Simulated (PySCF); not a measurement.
Species: C5H15FSi3.
Structure used (GFN2-xTB), in Å, numbered top down from 1:
```xyz
24
C5H15FSi3 angstrom
C      4.1440    0.7118   -0.1532
Si     2.3067    0.9376    0.2538
C      1.5603   -0.3722    1.4440
Si     0.2231   -0.9278    0.1821
C     -1.5447   -0.3687    0.5791
C     -2.4865   -0.5682   -0.6097
Si    -4.2578    0.0157   -0.2477
C      1.1020    0.2373   -1.0962
F      0.2776    1.1919   -1.6988
H      4.7638    0.9688    0.6996
H      4.3626   -0.3169   -0.4244
H      4.4448    1.3447   -0.9821
H      1.9877    2.3258    0.5982
H      2.2533   -1.1662    1.7088
H      1.1775    0.0230    2.3804
H      0.2741   -2.3475   -0.1983
H     -1.9262   -0.9162    1.4427
H     -1.5381    0.6866    0.8577
H     -2.0904   -0.0244   -1.4680
H     -2.4912   -1.6235   -0.8906
H     -4.2495    1.4383    0.0989
H     -5.0996   -0.2075   -1.4246
H     -4.7922   -0.7462    0.8863
H      1.5869   -0.2766   -1.9303
```

NICS is the negative of the GIAO shielding at a point without a nucleus: at the ring centre (0) and 1 Å above and below it (1); zz is the component along the ring normal. Level: GIAO PBE0/pcSseg-1 (PySCF, non-relativistic, gas phase) on the GFN2-xTB geometry, one conformer.

Ring bond lengths (Å), with Mayer bond orders in brackets: Si2–C3 1.921 (0.91), C3–Si4 1.921 (0.91), Si4–C8 1.940 (0.86), C8–Si2 1.940 (0.86).

Give the NICS values of each ring in ppm.

```
         ring                                                type  NICS(0)  NICS(1), two faces  NICS(1)zz, two faces  rms pucker (Å)  centre to ring atoms, mean (Å)
Si2–C3–Si4–C8  4-membered ring with 2 Si; formal bonds all single     -0.5          0.1 / -3.2             6.2 / 1.4            0.05                            1.36
```

What do they say, and how far can they be read as aromaticity?

- Si2–C3–Si4–C8: mean NICS(1)zz 3.8 ppm, deshielded. Si2, C3, Si4, C8 have four or more neighbours; no verdict on aromaticity is drawn. The two faces differ by 4.8 ppm, so no symmetry operation interchanges them.

At the second NICS(1) probe listed for ring Si2–C3–Si4–C8, 1 Å off the ring, what do the in-plane components average?

The isotropic value is a third of the trace: (3 × -3.2 − (1.4))/2 = -5.5 ppm.
